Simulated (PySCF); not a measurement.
Molecule: SMILES [SiH2]([Al]([OH])[OH])[Ge]([CH3])([CH3])[CH3]. Atoms near the plane z = 0.0 Å, at the GFN2-xTB optimised geometry (x, y, z in Å): Ge1 (1.2, -1.0, 0.0), C2 (3.2, -1.0, 0.0), Si5 (0.1, 1.1, 0.0), O7 (-3.0, -0.3, 0.5), H9 (3.6, -2.1, 0.1), H10 (3.6, -0.6, -0.9), H11 (3.6, -0.5, 0.8), H18 (1.1, 2.1, 0.6), H20 (-3.6, -1.0, 0.2).

Method: PBE0/def2-SVP in PySCF. Cells within 0.4 Å of a nucleus heavier than hydrogen are left out (blank, or x). The values are rescaled to run from 0 to 1.

```
|222222222222222222222222222|
|222222222222222222222222222|
|222222222222222222222222222|
|222222222222222222222222222|
|222222222222222222222222222|
|222222222222222222222222222|
|222222222222222222222222222|
|222222222222222222222222222|
|222222222222223322222222222|
|222222222222113532222222222|
|2222222212342x2322222222222|
|2222222222343xx222222222222|
|222222332223224432222222222|
|222222463222236532211222222|
|222213443222234323323322222|
|222211522222222xx267x312222|
|2222101222222121x255x522222|
|222221222222222212239922222|
|222222222222222211223222222|
|222222222222222222222222222|
|222222222222222222222222222|
|222222222222222222222222222|
|222222222222222222222222222|
|222222222222222222222222222|
|222222222222222222222222222|
|222222222222222222222222222|
|222222222222222222222222222|
```
Scale: ten equal steps from 0.000 (start of '0') to 1.00 (end of '9'), in the order '0123456789'; x runs from -6.00 to 6.00, y from -6.00 (bottom) to 6.00 (top).

### Question
Which quantity is mapped?
(A) log10 of the electron density
(B) electron localisation function
(C) deformation density (molecule minus spherical neutral atoms)
(D) electrostatic potential

### Answer
C, deformation density (molecule minus spherical neutral atoms). In full: deformation density (molecule minus spherical neutral atoms) (e/bohr³).
